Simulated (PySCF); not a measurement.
Species: C₅H₃ClO₂.
Z-matrix (Å and degrees, PBE0-D3(BJ)/def2-SVP geometry), rows numbered from 1:
```
O 
C   1  1.1901
Cl  2  1.7753  1  121.86
C   2  1.4557  1  124.63  3   179.91
C   4  1.3742  2  128.83  1    -0.03
C   5  1.4188  4  105.97  2  -179.79
C   6  1.3702  5  105.64  4     0.01
O   7  1.3371  6  110.92  5    -0.03
H   5  1.0872  4  125.40  2     0.22
H   6  1.0874  5  127.74  4   179.96
H   7  1.0872  6  132.91  5   179.92
```

Method used: PySCF 2.14.0, PBE0-D3(BJ)/def2-SVP geometry optimisation, gas phase.

Masses are those of the commonest isotopes; rigid-rotor values at the optimised geometry. The values belong to one conformer with, in the numbering `[O:1]=[C:2]([Cl:3])[c:4]1[cH:5][cH:6][cH:7][o:8]1`, O1–C2–C4–C5 0°.

(1) Give the principal moments of inertia and the rotational constants in MHz.

(2) Classify the top.

(3) Is it planar, by Δ = Ic − Ia − Ib?

(4) Give the coordinates in the principal-axis frame, origin at the centre of mass.

(5) Where do the levels up to J = 5 lie, in MHz?

(6) Which lines would a microwave search look for?

Answers

(1) Ia = 129.13, Ib = 397.08, Ic = 526.21 u·Å²; 505379 MHz·u·Å²/I gives A = 3914, B = 1273, C = 960.4 MHz.

(2) An asymmetric top: κ = (2 × 1273 − 3914 − 960.4)/(3914 − 960.4) = -0.79.

(3) Planar: Δ = Ic − Ia − Ib = 0.00 u·Å². For a rigid frame Δ = −2 Σ m c², so it vanishes when all atoms lie in the ab plane; here none is more than 0.01 Å from it.

(4) The sense of each axis is arbitrary; atoms in the order of the calculation.
```tsv
atom	mass (u)	a (Å)	b (Å)	c (Å)
O1	15.995	1.374	-1.740	-0.002
C2	12.000	0.953	-0.627	0.001
Cl3	34.969	2.033	0.783	0.000
C4	12.000	-0.460	-0.276	0.002
C5	12.000	-1.554	-1.108	0.001
C6	12.000	-2.690	-0.258	-0.001
C7	12.000	-2.195	1.020	-0.001
O8	15.995	-0.858	1.014	0.001
H9	1.008	-1.519	-2.195	0.002
H10	1.008	-3.738	-0.548	-0.003
H11	1.008	-2.671	1.997	-0.004
```

(5) Above 0(0,0):
J = 1: 1(0,1) 2233, 1(1,1) 4874, 1(1,0) 5186
J = 2: 2(0,2) 6673, 2(1,2) 9028, 2(1,1) 9965, 2(2,1) 17888, 2(2,0) 17914
J = 3: 3(0,3) 13270, 3(1,3) 15243, 3(1,2) 17116, 3(2,2) 24587, 3(2,1) 24717, 3(3,1) 38589, 3(3,0) 38590
J = 4: 4(0,4) 21952, 4(1,4) 23503, 4(1,3) 26617, 4(2,3) 33500, 4(2,2) 33880, 4(3,2) 47570, 4(3,1) 47579, 4(4,1) 67106, 4(4,0) 67106
J = 5: 5(0,5) 32643, 5(1,5) 33787, 5(1,4) 38434, 5(2,4) 44607, 5(2,3) 45462, 5(3,3) 58812, 5(3,2) 58849, 5(4,2) 78330, 5(4,1) 78330, 5(5,1) 103450, 5(5,0) 103450
Those of J = 1 are B + C, A + C and A + B.

(6) The dipole components are |μa| = 3.96 D, |μb| = 0.94 D, |μc| = 0.00 D; the mirror of this Cs structure is the ab plane, so μc vanishes by symmetry and there are no c-type lines. Intensities carry the squares of the components, which stand as 1.00 : 0.06 (a : b). Some lines, for components of 0.1 D or more:

| type | branch | J(Ka,Kc) | MHz | lower level (cm⁻¹) |
| --- | --- | --- | --- | --- |
| a | Q | 2(1,1) ← 2(1,2) | 937 | 0.301 |
| b | Q | 1(1,0) ← 1(0,1) | 2953 | 0.074 |
| a | Q | 4(1,3) ← 4(1,4) | 3114 | 0.784 |
| b | R | 2(1,2) ← 1(0,1) | 6795 | 0.074 |
| a | R | 3(1,2) ← 2(1,1) | 7151 | 0.332 |
| b | Q | 4(2,2) ← 4(1,3) | 7263 | 0.888 |
| b | Q | 3(2,1) ← 3(1,2) | 7601 | 0.571 |
| b | R | 3(1,3) ← 2(0,2) | 8570 | 0.223 |
| a | R | 4(1,3) ← 3(1,2) | 9501 | 0.571 |
| b | R | 2(2,0) ← 1(1,1) | 13040 | 0.163 |
| b | Q | 3(3,1) ← 3(2,2) | 14001 | 0.820 |
| b | R | 3(2,2) ← 2(1,1) | 14622 | 0.332 |
| b | Q | 4(4,0) ← 4(3,1) | 19527 | 1.587 |
| b | Q | 4(4,1) ← 4(3,2) | 19536 | 1.587 |
| b | R | 3(3,0) ← 2(2,1) | 20702 | 0.597 |
| b | R | 4(4,0) ← 3(3,1) | 28517 | 1.287 |

No frequency check. No vibrational averaging or centrifugal distortion is included, and the geometry carries the error of its method. Quadrupole hyperfine structure (35Cl) is left out.
